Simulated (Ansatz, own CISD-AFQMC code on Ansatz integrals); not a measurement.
C3H2, SMILES `[C]=C=C` (charge 0, multiplicity 1).

Cartesian coordinates (Å):
SMILES: [C]=C=C
```xyz
5

C      2.0278     0.0366    -0.1956
C      0.7577     0.0155    -0.0251
C     -0.5493    -0.0060     0.1512
H     -1.1509     0.8964     0.0625
H     -1.0764    -0.9270     0.3921
```
Charge 0, multiplicity 1.

Frozen-core correlation energies in cc-pVTZ at a geometry from PBE0-D3(BJ)/def2-TZVP, on an HF energy of -114.63252 Ha (<S^2> = 0.00, restricted and unstable towards unrestricted orbitals). Wave-function levels are from Ansatz, the walk from an own CISD-AFQMC code on Ansatz integrals (time step 0.005/Ha, trial state from CCSD amplitudes, largest double 0.12).

```
level    correlation energy (mHa)
-------  ------------------------
MP2                        -428.9
CCSD                       -455.0
CCSD(T)                    -480.8
```

What correlation energy does phaseless AFQMC give, and where does it lie among these levels?

-482.0 ± 0.4 mHa (one standard error). AFQMC minus each level: MP2 -53.0 mHa, CCSD -26.9 mHa, CCSD(T) -1.2 mHa.
